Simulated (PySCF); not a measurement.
C3H8Ge, SMILES C(=C)[CH2][GeH3]. Geometry: B3LYP-D3(BJ)/def2-SVP. Other conformers were not sampled.

### Question
Give the equilibrium geometry at B3LYP-D3(BJ)/def2-SVP (PySCF confirms it by a frequency run) as a Z-matrix. (Estimate from the structure and the level; the computed values follow.)

### Answer
One answer among several that fit: 
```
C
H 1 1.1015
H 1 1.1027 2 107.86
C 1 1.4951 2 111.50 3 -122.53
C 4 1.3378 1 125.65 2 -14.64
H 5 1.0930 4 121.45 1 -178.22
H 5 1.0952 6 117.03 4 179.95
H 4 1.0979 5 118.54 6 -0.32
Ge 1 1.9861 2 107.54 3 114.75
H 9 1.5423 1 109.50 2 57.51
H 9 1.5440 10 109.04 1 -119.92
H 9 1.5453 10 109.47 11 -119.18
```
Charge 0, spin multiplicity 1.
